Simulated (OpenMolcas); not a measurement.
# Os4+ in a point-charge field

Os4+ among 5 point charges of -1 e arranged as a square pyramid (C4v), 1.99 Å from the ion, with the axial distance 2.010 Å.
```
   1.9900    0.0000    0.0000  -1.00
   0.0000    1.9900    0.0000  -1.00
  -1.9900    0.0000    0.0000  -1.00
   0.0000   -1.9900    0.0000  -1.00
   0.0000    0.0000    2.0099  -1.00
```

```yaml
Program: OpenMolcas 26.06
Method: CASSCF
Basis: ANO-RCC-VDZP [7s6p4d2f1g]
Scalar_Hamiltonian: DKH2, point nucleus
Active_space: 4 electrons in 5 orbitals (5d)
State_averaging: 2S+1 = 5 even, 5 roots; 2S+1 = 3 even, 45 roots; 2S+1 = 1 even, 50 roots
Spin-orbit_coupling: state interaction with AMFI integrals over the reference wave functions
```

The lowest spin-free states, above the lowest:

```csv
State,Degeneracy,E (cm-1),Free-ion L (%)
2S+1 = 5,1,0.0,D (100)
2S+1 = 5,1,5636,D (100)
2S+1 = 5,1,8563,D (100)
2S+1 = 5,2,9913,D (100)
2S+1 = 3,2,18097,H (60)
2S+1 = 3,1,19124,H (74)
2S+1 = 3,1,19277,H (77)
2S+1 = 3,1,20943,H (61)
2S+1 = 3,2,22039,H (43)
2S+1 = 3,1,22490,F (62)
2S+1 = 3,2,23216,P (45)
2S+1 = 3,1,23484,P (54)
2S+1 = 3,1,24117,H (80)
2S+1 = 3,1,24749,H (73)
2S+1 = 3,2,25112,H (37)
2S+1 = 3,1,25629,F (66)
2S+1 = 1,1,26271,I (86)
2S+1 = 1,2,26547,I (77)
2S+1 = 3,1,26960,G (65)
2S+1 = 3,2,27249,H (50)
```

The lowest levels with spin-orbit coupling:

```csv
E (cm-1),Degeneracy,2S+1,g
0.0,1,5 (71 %),
2371,1,5 (87 %),
4598,2,5 (88 %),0.00 0.00 0.43
6221,1,5,
9297,1,5 (85 %),
9979,2,5 (87 %),0.00 0.00 2.28
10870,1,5 (89 %),
11974,2,5 (82 %),0.00 0.00 5.10
13454,1,5 (80 %),
13587,1,5 (78 %),
13747,1,5 (86 %),
14129,1,5 (86 %),
15293,2,5 (83 %),0.00 0.00 3.79
15476,1,5 (81 %),
16824,1,5 (51 %),
16851,1,5 (50 %),
16960,2,5 (53 %),0.00 0.00 1.79
17337,1,5 (62 %),
17721,2,5 (71 %),0.00 0.00 7.79
20303,1,3 (49 %),
```

Powder χT (cm3 K/mol): 0 at 2 K, 0.00386 at 10 K, 0.0193 at 50 K, 0.0386 at 100 K, 0.0773 at 200 K, 0.116 at 300 K. The effective moment at 300 K is 2.828 √(χT) = 0.96 μB.

Spin-orbit coupling mixes the spin-free states strongly: the lowest level takes only 40 % from its leading state, 2S+1 = 5. Without dynamic correlation the repulsion within the d shell is too large (B by tens of per cent), so at a given field states of lower spin stand too high. Point charges give a weaker field than real ligands, and real ions of this kind are as a rule low spin; the high spin found here belongs to the model. Point charges carry no covalency, so the field is a model and not that of real ligands. An unlabelled pair can be two single states that coincide in this model. No measured value stands beside these numbers.

With an even number of electrons the g values are those of a degenerate or nearly degenerate non-Kramers pair.
